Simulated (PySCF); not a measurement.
**MGa for M along group 14**

PBE0 with double-zeta basis sets in PySCF, for the lowest determinant that a PBE0 search found; no spin–orbit coupling. De refers to high-spin ground-configuration atoms. A positive dipole means M(−)Ga(+).

```csv
M,basis,state (unpaired electrons),Re (Å),ωe (cm⁻¹),De (eV),μ (D)
C,def2-SVP,"quartet (σ ↑, π ↑↑)",2.001,556,3.34,1.88
Ge,cc-pVDZ-PP,"quartet (σ ↑, π ↑↑)",2.488,218,2.36,1.31
Sn,def2-SVP,"quartet (σ ↑, π ↑↑)",2.664,186,2.17,0.87
Pb,def2-SVP,"quartet (σ ↑, π ↑↑)",2.722,166,2.05,0.49
```

The shortest bond is that of GaC (2.001 Å), the longest that of GaPb (2.722 Å).

The rows differ in basis set, which adds steps of its own.

Relativity is treated differently too: C no relativity; Ge scalar-relativistic core potentials; Sn scalar-relativistic core potentials; Pb scalar-relativistic core potentials.

Down a group bonds as a rule get longer and wavenumbers fall, partly through the reduced mass; this series shows no clear exception.

These are scalar-relativistic numbers at best; spin–orbit coupling would shift them, the dissociation energy most. States were picked by a PBE0 search and need not be the measured ground states.
